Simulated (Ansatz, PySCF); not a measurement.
C3H9ClOSi, SMILES CC[Si@](C)(O)Cl.

Geometry: B3LYP-D3(BJ)/def2-SVP. The structure was generated by enumeration; whether it is a known compound was not checked. The values are those of a single conformer.

Vertical ionisation energy (IE) and electron affinity (EA) in eV. Rows of orbital energies are one-electron estimates. Where ΔSCF, EOM or ADC give a negative EA the extra electron is unbound and the value depends on the basis.

```json
[
 {"level": "−ε(HOMO), −ε(LUMO), ωB97X/def2-TZVP (PySCF)", "IE": "10.54", "EA": "-2.70"},
 {"level": "−ε(HOMO), −ε(LUMO), PBE/def2-TZVP (PySCF)", "IE": "6.79", "EA": "0.15"},
 {"level": "ΔSCF, PBE0/def2-SVPD (Ansatz), final states of multiplicity 2 and 2", "IE": "10.06", "EA": "-1.19"},
 {"level": "ΔSCF, PBE/def2-SVPD (Ansatz), final states of multiplicity 2 and 2", "IE": "9.58", "EA": "-0.99"}
]
```

Question: What vertical singlet–triplet gap does ΔSCF give with PBE0/def2-SVPD (Ansatz, a program for electronic structure) and with PBE/def2-SVPD (Ansatz)? (The exact figures need the calculation; the answer reports its results.)

Answer: 7.16 and 6.48 eV (triplet above singlet where positive).
